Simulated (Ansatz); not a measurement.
`OC1=N[SiH2]C[SiH2]1` → `C[SiH]1N=C[SiH2]O1`  (isomerisation)

Isolated molecules relaxed with PBE0-D4/def2-TZVP in Ansatz; ΔE leaves out vibrations. CBS: MP2 limit from def2 TZ/QZ plus the TZ coupled-cluster correction, frozen cores. Functionals use def2-TZVPP. B3LYP here is the variant with VWN-RPA as its local correlation; programs differ in this. Each species was taken in one conformer, which may not be the lowest.

```csv
level,ΔE (kJ/mol),difference from CCSD(T)/CBS
r2SCAN-D4,-175.9,14.5
ωB97X-V,-178.4,12.0
PBE,-156.2,34.2
B3LYP,-183.5,6.9
HF/def2-TZVPP,-208.0,-17.6
MP2/def2-QZVPP,-191.2,-0.8
SCS-MP2/def2-QZVPP,-196.9,-6.5
HF/CBS(def2),-211.1,-20.7
MP2/CBS(def2),-191.5,-1.1
CCSD/CBS(def2),-195.5,-5.1
CCSD(T)/CBS,-190.4,0
```

Largest T1 diagnostic among the species: 0.014.

From PBE to PBE0 (25 % exact exchange), in def2-TZVPP and without D4, ΔE moves by −9.3 kJ/mol. In def2-TZVPP, CCSD(T) changes the Hartree–Fock value by +20.5 kJ/mol (the triples alone add +5.1 kJ/mol) and MP2 by +19.4 kJ/mol.
